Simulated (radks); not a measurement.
Task: These are the eigenvalues of the occupied orbitals of an atom or ion with whole-number occupations (hartree). Method: scalar-relativistic Kohn-Sham, LB94 model potential, spin-polarised, spherical densities, finite nucleus; Fermi nuclear charge, rms radius of each element as measured or else 0.836 A^(1/3) + 0.57 fm; computed with a radial shooting solver on a logarithmic mesh with Libxc functionals.

1s down: -712.8520
1s up: -712.8463
2s down: -115.0713
2s up: -115.0691
2p down: -104.8273
2p up: -104.8154
3s up: -32.19433
3s down: -31.95290
3p up: -28.82051
3p down: -28.57948
3d up: -23.46274
3d down: -23.23505

Which element is it, and in what charge state? The configuration may be excited. Open shells, if any, are filled with parallel spins first.

Result: Z = 41, niobium, charge +16: Nb16+ in [Ar] 3d7. The list shows which subshells hold electrons but not how many an open one holds; the 1s level, -712.85 hartree, gives Z - s = 37.8 by -(Z - s)^2/2, which with screening and relativity narrows Z to a few neighbours, and the depths of the outer levels then fix element, charge and occupations together.
